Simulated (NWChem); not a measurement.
System meant: WNHOF$_{2}$; SMILES [NH]=[W](=[O])([F])[F]

NWChem input:

```
start job
memory heap 200 mb stack 900 mb global 1100 mb
geometry units angstroms noautoz
  W     -0.044781     0.056237     0.000000
  O      1.542916    -0.538986     0.000000
  N     -1.112372    -1.313733     0.000000
  H     -1.270571    -2.317699     0.000000
  F     -0.343017     0.994849    -1.586886
  F     -0.343017     0.994849     1.586886
end
basis spherical
  * library def2-svp
end
ecp
  W library def2-ecp
end
dft
  xc b3lyp
  iterations 4
  mulliken
end
task dft energy
```

End of the output:

```
    Atom       Charge   Shell Charges
 -----------   ------   -------------------------------------------------------
    1 W   14    13.63   0.00  0.04  1.09  0.79  0.33  0.13  4.96  1.26  0.38  3.16  1.10  0.39
    2 O    8     8.17   1.98  0.98  0.69  2.68  1.82  0.02
    3 N    7     6.97   1.97  0.78  0.51  2.09  1.59  0.03
    4 H    1     0.90   0.57  0.21  0.12
    5 F    9     9.16   1.98  1.03  0.77  3.23  2.15  0.01
    6 F    9     9.16   1.98  1.03  0.77  3.23  2.15  0.01

 center of mass
 --------------
 x =   0.02867546 y =   0.01459712 z =   0.00000000

 moments of inertia (a.u.)
 ------------------
         558.262524229633           0.000000000000           0.000000000000
           0.000000000000         597.132466010973           0.000000000000
           0.000000000000           0.000000000000         472.008880128085

     Multipole analysis of the density
     ---------------------------------

     L   x y z        total         alpha         beta         nuclear
     -   - - -        -----         -----         ----         -------
     0   0 0 0      0.000000    -24.000000    -24.000000     48.000000

     1   1 0 0     -0.588334     -0.536228     -0.536228      0.484122
     1   0 1 0     -0.997714      0.181714      0.181714     -1.361142
     1   0 0 1      0.000000      0.000000      0.000000      0.000000

     2   2 0 0    -30.555476    -81.233417    -81.233417    131.911358
     2   1 1 0      4.447172     -1.026499     -1.026499      6.500169
     2   1 0 1     -0.000000     -0.000000     -0.000000      0.000000
     2   0 2 0    -33.382801    -73.377292    -73.377292    113.371782
     2   0 1 1     -0.000000     -0.000000     -0.000000      0.000000
     2   0 0 2    -36.258967    -99.063601    -99.063601    161.868236

 ------------------------------------------------------------------------
 dft energy failed                                                                                  0
 ------------------------------------------------------------------------
 ------------------------------------------------------------------------
  current input line :
    22: task dft energy
 ------------------------------------------------------------------------
 ------------------------------------------------------------------------
 This type of error is most commonly associated with calculations not reaching convergence criteria
 ------------------------------------------------------------------------
 For more information see the NWChem manual at https://nwchemgit.github.io

0:dft energy failed:Received an Error in Communication
```

Question: What is wrong, and how is it mended?

Answer: The run did not converge; its last values are not results. Cause: the SCF was allowed too few iterations. This input runs:
```
start job
memory heap 200 mb stack 900 mb global 1100 mb
geometry units angstroms noautoz
  W     -0.044781     0.056237     0.000000
  O      1.542916    -0.538986     0.000000
  N     -1.112372    -1.313733     0.000000
  H     -1.270571    -2.317699     0.000000
  F     -0.343017     0.994849    -1.586886
  F     -0.343017     0.994849     1.586886
end
basis spherical
  * library def2-svp
end
ecp
  W library def2-ecp
end
dft
  xc b3lyp
  iterations 150
  mulliken
end
task dft energy
```
It converges to -397.29875 Ha (B3LYP/def2-SVP with def2 effective core potentials on W).
